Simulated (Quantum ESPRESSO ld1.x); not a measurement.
Results of a calculation; reference values are marked as such.
Coulomb parameter of the 4f shell of the neodymium ion Nd3+ in the model configuration [Xe] 4f1 6p2, as a second difference U = [E(n + 1) + E(n - 1) - 2 E(n)] / (1)^2 with all orbitals relaxed. "Bare": the charge of the atom changes with n. "Screened": the 6p shell takes up the change at fixed total charge, which measures U(4f,4f) + U(6p,6p) - 2 U(4f,6p). Code: ld1.x of Quantum ESPRESSO 7.5. Model: Dirac Kohn-Sham, LDA (Slater exchange, Perdew-Zunger correlation), spin-unpolarised, spherical densities, point nucleus; open shells are shared between the two j in proportion to 2j + 1.

| case | configuration | E - E(n) (eV) |
|---|---|---|
| start | [Xe] 4f1 6p2 | 0.000 |
| bare +1 | [Xe] 4f2 6p2 | -44.020 |
| bare -1 | [Xe] 6p2 | 64.455 |
| screened +1 | [Xe] 4f2 6p1 | -27.472 |
| screened -1 | [Xe] 6p3 | 37.925 |

U(bare) = 20.434 eV, U(screened by 6p) = 10.454 eV.
